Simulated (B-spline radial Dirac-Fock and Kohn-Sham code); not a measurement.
**Energy-loss ionisation edge L1 (2s) of Eu**

System: the free europium atom, 1s2 2s2 2p6 3s2 3p6 3d10 4s2 4p6 4d10 4f7 5s2 5p6 6s2. The computed values come from an atomic code on a B-spline grid: the first Born approximation with generalised oscillator strengths from a Dirac-Hartree-Slater potential (longitudinal and transverse terms; continuum final states only, so no white lines or fine structure). The edge is taken at 8052.0 eV (tabulated value).

Input file task.json (cfg lists n, l and occupation; rrms is the nuclear radius in fm):

```json
{"items": [{
  "Z": 63,
  "q": 0,
  "cfg": [[1, 0, 2], [2, 0, 2], [2, 1, 6], [3, 0, 2], [3, 1, 6], [3, 2, 10], [4, 0, 2], [4, 1, 6], [4, 2, 10], [4, 3, 7], [5, 0, 2], [5, 1, 6], [6, 0, 2]],
  "A": 153,
  "rrms": 5.1115,
  "do": "eels",
  "beams": [[60, 5], [60, 10], [60, 100], [100, 5], [100, 100], [120, 5], [120, 50], [120, 100], [200, 5], [200, 20], [300, 10], [300, 20], [300, 50], [300, 100]],
  "edges": {"L1": 8052.0}
}]}
```

Launch: `python xray2_run.py task.json out`

Generalised oscillator strength df/dE of the whole subshell in 10⁻³ per eV, against momentum transfer:

```tsv
q (1/a₀)	40 eV above	50 eV above	150 eV above	200 eV above
0.0400	0.139	0.139	0.136	0.134
0.0695	0.139	0.139	0.136	0.134
0.121	0.139	0.139	0.136	0.134
0.210	0.139	0.139	0.136	0.134
0.365	0.139	0.139	0.136	0.134
0.634	0.139	0.139	0.136	0.134
1.10	0.139	0.139	0.136	0.134
1.91	0.139	0.139	0.136	0.135
3.33	0.140	0.140	0.137	0.135
5.78	0.143	0.143	0.139	0.138
10.0	0.150	0.150	0.147	0.146
17.5	0.143	0.143	0.144	0.143
30.3	0.0529	0.0532	0.0545	0.0550
```

As q goes to zero the values tend to the optical oscillator strength. At 200 eV above the edge the largest value on this grid is at q = 10.0 per a₀; a free electron at rest would take up the loss of 8252 eV at q = 24.6 per a₀, where the Bethe ridge forms once the loss is well above the edge energy.
